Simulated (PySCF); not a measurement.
TaO2F, SMILES [O]=[Ta](=[O])[F], multiplicity 1.

Geometry: B3LYP-D3(BJ)/def2-TZVP. The multiplicity is an assumed one; other spin states were not compared. The def2 effective core potentials stand for the cores of Ta; spin–orbit coupling is left out.

Two levels are set side by side: PBE/def2-TZVPD (PySCF) and r2SCAN/def2-TZVPD (PySCF). Same geometry, gas phase. Differences are taken from unrounded values.

```json
[
 {"quantity": "orbital gap (eV)", "r2SCAN": "2.54"},
 {"quantity": "highest occupied level (eV)", "r2SCAN": "-7.13"},
 {"quantity": "lowest empty level (eV)", "r2SCAN": "-4.58"},
 {"quantity": "dipole moment (D)", "r2SCAN": "5.76"},
 {"quantity": "mean polarisability (bohr³)", "r2SCAN": "41.9"}
]
```

**Question.** What does PBE give, and how far is it from r2SCAN? (An estimate is asked for; the answer gives what the named calculation found.)

**Answer.** 
| quantity | PBE | PBE minus r2SCAN |
|---|---|---|
| orbital gap (eV) | 1.92 | -0.63 |
| highest occupied level (eV) | -6.85 | 0.28 |
| lowest empty level (eV) | -4.93 | -0.35 |
| dipole moment (D) | 5.50 | -0.26 |
| mean polarisability (bohr³) | 43.8 | 1.8 |

Rough cost on one machine, each run with all the roots and properties that it gave: r2SCAN against PBE about 4 times.
